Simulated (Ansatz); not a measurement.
A nudged elastic band was laid between two geometries of C3H6BCl (11 atoms, charge 0, multiplicity 1).

Method: RKS PBE0-D4/6-31G* (Ansatz).

```json
{
  "movable images": "7",
  "climbing image": "yes",
  "spring": "5.0 eV/Å²",
  "optimiser": "quadratic models (default)",
  "start path": "through a guess of the saddle point",
  "force threshold": "0.05 eV/Å",
  "iteration limit": "39",
  "end points": "relaxed"
}
```

First end point:

```xyz
11
Properties=species:S:1:pos:R:3
B -1.199 0.178 -0.045
C -0.217 -0.103 1.176
C 0.765 0.221 0.110
C 0.856 -0.499 -1.029
Cl 1.551 1.774 0.191
H -1.468 1.301 -0.353
H -1.728 -0.751 -0.585
H -0.188 0.602 2.003
H -0.163 -1.139 1.512
H 0.432 -1.496 -1.077
H 1.425 -0.145 -1.882
```

Last end point:

```xyz
11
Properties=species:S:1:pos:R:3
B -1.764 0.103 0.382
C -0.237 0.289 0.682
C 0.727 -0.446 -0.190
C 1.607 0.093 -1.027
Cl 0.607 -2.189 -0.063
H -2.548 0.775 0.992
H -2.168 -0.689 -0.419
H 0.006 1.362 0.684
H -0.106 -0.021 1.734
H 1.683 1.174 -1.103
H 2.258 -0.508 -1.651
```

Task: What changes between the two ends?

Result: No bond is made or broken. The dihedral H8–C2–C3–Cl5 goes from -11 to 170°.

Task: What energy profile does the band end with?

Result: The run converged. The highest image is number 3 of 0 to 8, 0.181 eV above the first end and 0.135 eV above the last; the last end lies 0.046 eV above the first. The profile has 2 maxima (images 3, 6) with wells between them (image 5): this band takes more than one step, which may be the mechanism or a detour left from its start path. A vibrational analysis at the climbing image gives one clearly imaginary mode, 122i cm⁻¹: a first-order saddle point.

| image | path coordinate (Å) | energy (eV) | dihedral H8–C2–C3–Cl5 (°) |
| --- | --- | --- | --- |
| 0 | 0.00 | 0.000 | -11 |
| 1 | 0.81 | 0.073 | 3 |
| 2 | 1.61 | 0.157 | 22 |
| 3 | 2.42 | 0.181 | 40 |
| 4 | 3.46 | 0.107 | 49 |
| 5 | 4.50 | 0.094 | 79 |
| 6 | 5.55 | 0.137 | 114 |
| 7 | 6.59 | 0.089 | 148 |
| 8 | 7.64 | 0.046 | 170 |

Task: What is the geometry of the highest image?

Result: 
```xyz
11
Properties=species:S:1:pos:R:3
B -1.552 -0.102 0.125
C -0.243 0.118 0.975
C 0.940 0.178 0.048
C 0.991 -0.245 -1.214
Cl 2.376 0.891 0.758
H -2.300 0.807 -0.095
H -1.807 -1.180 -0.334
H -0.278 1.049 1.551
H -0.077 -0.700 1.692
H 0.124 -0.712 -1.673
H 1.892 -0.162 -1.812
```

Time of the run: 10 min on 1 thread of Arm Neoverse V1, with other jobs on the host, peak memory 0.21 GiB.
